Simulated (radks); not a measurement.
Values are calculated unless marked as measured or tabulated.
The mean radii <r> (bohr) of the occupied orbitals of an atom or ion are listed with their occupations. Code: a radial shooting solver on a logarithmic mesh with Libxc functionals. Model: scalar-relativistic Kohn-Sham, BLYP, spin-unpolarised, spherical densities, point nucleus.

orbital  occ.      <r>
1s          2  0.02073
2s          2  0.08791
2p          6  0.07786
3s          2   0.2258
3p          6   0.2237
3d         10   0.2017
4s          1   0.4514

Name the element and its charge.

Answer. Z = 67, holmium, charge +38: Ho38+ in [Ar] 3d10 4s1. The 1s radius gives Z: for a bare nucleus <r> = (2 gamma + 1)/(2Z) with gamma = sqrt(1 - (Z/c)^2), 0.02048 bohr for Z = 67, and screening makes it slightly larger (0.02073 here). The occupations add up to 29, and the charge is Z minus that.
